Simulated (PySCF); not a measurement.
**Magnetic susceptibility: `[PH+]([BH2-]C#N)(F)F`, CH3BF2NP**

Geometry:
| atom | x (Å) | y (Å) | z (Å) |
| --- | --- | --- | --- |
| N1 | -2.628 | 0.968 | 0.101 |
| C2 | -1.752 | 0.216 | -0.013 |
| B3 | -0.529 | -0.748 | -0.141 |
| P4 | 0.978 | 0.332 | 0.101 |
| F5 | 1.256 | 1.414 | -1.009 |
| F6 | 2.322 | -0.489 | 0.094 |
| H7 | -0.397 | -1.520 | 0.797 |
| H8 | -0.367 | -1.273 | -1.226 |
| H9 | 1.131 | 1.108 | 1.272 |

Theory: PySCF 2.14.0, GIAO KT3/pcSseg-1 magnetisability, rotational g tensor and spin-rotation constants, non-relativistic, gas phase. Geometry: PBE0-D3(BJ)/def2-SVP.

(1) What are the magnetisability and the molar susceptibility?

(2) Split it along the inertial axes a, b, c into diamagnetic and paramagnetic parts about the centre of mass, with the quadrupole moment.

(3) And the rotational g tensor?

Results:

(1) Isotropic -843 × 10⁻³⁰ J/T², or -50.8 × 10⁻⁶ cm³/mol; principal values -959, -801, -770 × 10⁻³⁰ J/T², anisotropy 176 × 10⁻³⁰ J/T² (root of half the summed squared differences of the principal values). The susceptibility is in cgs units.

(2) 
| axis | χ (10⁻⁶ cm³/mol) | diamagnetic (10⁻⁶ cm³/mol) | paramagnetic (10⁻⁶ cm³/mol) | summed x² of all electrons (Å²) | quadrupole Θ (D Å) |
| --- | --- | --- | --- | --- | --- |
| a | -55.2 | -256.6 | 201.5 | 154.9 | -14.55 |
| b | -50.3 | -730.2 | 679.9 | 43.2 | +4.33 |
| c | -46.9 | -840.4 | 793.5 | 17.3 | +10.22 |

Anisotropies 2χaa − χbb − χcc = -13.1 and 2χbb − χaa − χcc = +1.5 × 10⁻⁶ cm³/mol. Θ is traceless in Buckingham's convention.

(3) 
| axis | rotational constant (GHz) | g | nuclear part | electronic part |
| --- | --- | --- | --- | --- |
| a | 6.3216 | -0.0501 | 0.5483 | -0.5984 |
| b | 1.6579 | -0.0256 | 0.5040 | -0.5295 |
| c | 1.4104 | -0.0263 | 0.4995 | -0.5258 |

Asymmetric top; isotopes 11B, 12C, 19F, 1H, 14N, 31P; no vibrational averaging.
